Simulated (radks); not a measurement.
The numbers below are computed, except where a source is named.
Problem. These are the eigenvalues of the occupied orbitals of an atom or ion with whole-number occupations (hartree). Level of theory: scalar-relativistic Kohn-Sham, PBE, spin-polarised, spherical densities, finite nucleus; Fermi nuclear charge, rms radius of each element as measured or else 0.836 A^(1/3) + 0.57 fm (a radial shooting solver on a logarithmic mesh with Libxc functionals).

1s up: -3217.652
1s down: -3217.537
2s up: -699.3709
2s down: -698.6436
2p up: -625.6726
2p down: -625.0419
3p up: -246.0689
3p down: -245.0532
3d up: -227.1638
4p up: -129.7176

Which element is it, and in what charge state? The configuration may be excited. Open shells, if any, are filled with parallel spins first.

Solution. Z = 80, mercury, charge +59: Hg59+ in [Ne] 3p6 3d3 4p2. The list shows which subshells hold electrons but not how many an open one holds; the 1s level, -3217.7 hartree, gives Z - s = 80.2 by -(Z - s)^2/2, which with screening and relativity narrows Z to a few neighbours, and the depths of the outer levels then fix element, charge and occupations together.
